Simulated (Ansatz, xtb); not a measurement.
**ClFH2Si2: which of two structures lies lower**

Structure a: `F[Si][SiH2]Cl`, a singlet. Structure b: a singlet given by its coordinates. Both are isolated molecules in the gas phase, relaxed with PBE0-D3(BJ)/pcseg-1; the shapes shown needn't be the lowest conformers.

a (Å):

```yaml
atoms:
  - { symbol: Cl, position_ang: [1.9090, 2.7347, 2.2575] }
  - { symbol: F, position_ang: [-2.0466, 0.3892, 0.7110] }
  - { symbol: Si, position_ang: [-1.2627, 1.8426, 0.6059] }
  - { symbol: Si, position_ang: [0.5676, 1.1448, 2.0514] }
  - { symbol: H, position_ang: [1.3293, -0.0114, 1.4876] }
  - { symbol: H, position_ang: [0.1017, 0.7731, 3.4224] }
```

b (Å):

```yaml
atoms:
  - { symbol: Cl, position_ang: [0.4196, 3.1516, 0.1101] }
  - { symbol: F, position_ang: [-1.7987, 1.2869, 0.5229] }
  - { symbol: Si, position_ang: [-0.2570, 1.4425, 1.0091] }
  - { symbol: Si, position_ang: [0.3901, 0.8068, 3.0531] }
  - { symbol: H, position_ang: [1.8819, 0.7664, 2.8723] }
  - { symbol: H, position_ang: [-0.0619, -0.6258, 3.1035] }
```

Close contacts (Å): Cl1–Si3 2.05, F2–Si3 1.62, Si3–Si4 2.24, Si4–H5 1.50, Si4–H6 1.50.

Question: Which of the two would you expect CCSD(T)/def2-TZVP electronic energies to favour?

Answer: Too close to call at this level: CCSD(T)/def2-TZVP gives E(b) − E(a) = −0.031 eV.

How the difference moves with the method:

```
              level             geometry  E(b) − E(a) (eV)  departure from the last row (eV)  job, with rough time for the two
           GFN2-xTB             GFN2-xTB              +0.449                            +0.480              optimisation, 0.92 s
          HF/STO-3G             GFN2-xTB              +1.177                            +1.207               single point, 2.7 s
 r2SCAN-D4/def2-SVP             GFN2-xTB              −0.184                            −0.153                single point, 15 s
PBE0-D3(BJ)/pcseg-1  PBE0-D3(BJ)/pcseg-1              +0.029                            +0.060               optimisation, 2 min
       HF/def2-TZVP  PBE0-D3(BJ)/pcseg-1              +0.459                            +0.490           part of the CCSD(T) run
      MP2/def2-TZVP  PBE0-D3(BJ)/pcseg-1              −0.060                            −0.029           part of the CCSD(T) run
  CCSD(T)/def2-TZVP  PBE0-D3(BJ)/pcseg-1              −0.031                                               single point, 2.1 min
```

The largest departure from CCSD(T)/def2-TZVP is that of HF/STO-3G, 1.207 eV.

With harmonic frequencies from PBE0-D3(BJ)/pcseg-1 (ideal gas, rigid rotor, one conformer each, 298.15 K, 1 atm): on the last row, ΔE + ΔZPE = −0.045 eV. A mode under 50 cm⁻¹ makes harmonic enthalpies and free energies unreliable, so none is given.

The correlated steps freeze 16 core orbitals. Codes used: Ansatz 0.2.0, xtb 6.7.1; the last row on 1 thread of Intel(R) Xeon(R) Processor @ 2.50GHz (Skylake/Cascade Lake) on a shared host.
